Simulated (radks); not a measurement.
The rhenium ion Re5+, configuration [Xe] 4f14 5d2 (the NIST ground configuration). Method: non-relativistic Kohn-Sham, r2SCAN, spin-unpolarised, spherical densities, point nucleus; meta-GGA in the generalised Kohn-Sham scheme; relativity is left out, which matters for an element this heavy; computed with a radial shooting solver on a logarithmic mesh with Libxc functionals.

Normalised radial functions P(r) = r R(r), r in bohr:

```
   r/bohr * 4s (the largest magnitude, 1.72, reaches the edge; | marks zero)
  0.00156                             | *
 0.001802                             | *
 0.002064                             |  *
 0.002384                             |  *
 0.002753                             |  *
 0.003154                             |   *
 0.003642                             |   *
 0.004173                             |    *
 0.004819                             |    *
 0.005566                             |     *
 0.006377                             |     *
 0.007364                             |     *
 0.008505                             |     *
 0.009744                             |      *
  0.01125                             |      *
    0.013                             |     *
  0.01489                             |     *
   0.0172                             |    *
  0.01986                             |  *
  0.02275                             | *
  0.02628                             *
  0.03035                          *  |
  0.03477                        *    |
  0.04015                      *      |
  0.04637                    *        |
  0.05312                  *          |
  0.06135                  *          |
  0.07029                    *        |
  0.08118                       *     |
  0.09375                            *|
   0.1074                             |   *
    0.124                             |         *
   0.1433                             |             *
   0.1641                             |               *
   0.1895                             |             *
   0.2189                             |        *
   0.2508                             |*
   0.2896                    *        |
   0.3345           *                 |
   0.3832     *                       |
   0.4426  *                          |
   0.5111    *                        |
   0.5856        *                    |
   0.6763             *               |
    0.781                   *         |
   0.8948                       *     |
    1.033                          *  |
    1.184                            *|
    1.367                             *
    1.579                             *
    1.809                             *
    2.089                             *
    2.413                             *
    2.765                             *
    3.193                             *
    3.687                             *
    4.224                             *
    4.879                             *
```

4s: eigenvalue -573.56 eV, 3 radial nodes at r = 0.0258, 0.0975, 0.254 bohr, <r> = 0.480 bohr, 90 % of the charge inside 0.688 bohr.
